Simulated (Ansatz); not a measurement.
Born–Oppenheimer molecular dynamics of Cl3H3Si2 (8 atoms, charge 0, multiplicity 1). It goes on from the last frame of an earlier run, with new velocities.

Theory: Ansatz, RKS BLYP-D4/6-31G.

| Item | Value |
| --- | --- |
| ensemble | NVE (Milne-controlled integrator) |
| time step | 1 fs |
| steps asked | 150 |
| starting velocities drawn for | 2000 K |
| seed | 539744 |

First frame:

```xyz
8
Properties=species:S:1:pos:R:3
Si -0.012 0.016 0.068
Si 0.155 0.199 2.453
H -1.086 -0.406 3.004
H 1.268 -0.692 2.808
H 0.464 1.568 3.012
Cl 2.036 0.285 -0.810
Cl -1.190 1.758 -0.711
Cl -0.728 -1.917 -0.723
```

Question: How far do the bonds stretch over the last three quarters of this one trajectory? (Pairs bonded in most of those frames.)

Answer: 
```
   bond  mean (Å)  spread (Å)  shortest  longest
Si1–Si2     2.480       0.090      2.31     2.62
Si1–Cl6     2.247       0.076      2.12     2.34
Si1–Cl7     2.212       0.055      2.14     2.31
Si1–Cl8     2.209       0.065      2.11     2.36
 Si2–H3     1.522       0.029      1.47     1.58
 Si2–H4     1.567       0.132      1.35     1.75
 Si2–H5     1.516       0.041      1.44     1.59
```

Mean temperature of the second half: 960 K. The conserved energy stayed within 0.68 meV per atom of its start (net change 0.48 meV per atom), so the integration is sound. Over the second half the temperature averaged 0.48 of the 2000 K drawn at the start: a run that starts near a minimum puts about half its kinetic energy into the potential. A run of 0.15 ps of so small a system gives no equilibrium averages. Limits of this set-up: no polarisation functions.

Run time: 12 min on 1 thread of Intel(R) Xeon(R) Platinum 8259CL CPU @ 2.50GHz (Skylake/Cascade Lake), on a shared host, peak memory 0.14 GiB.
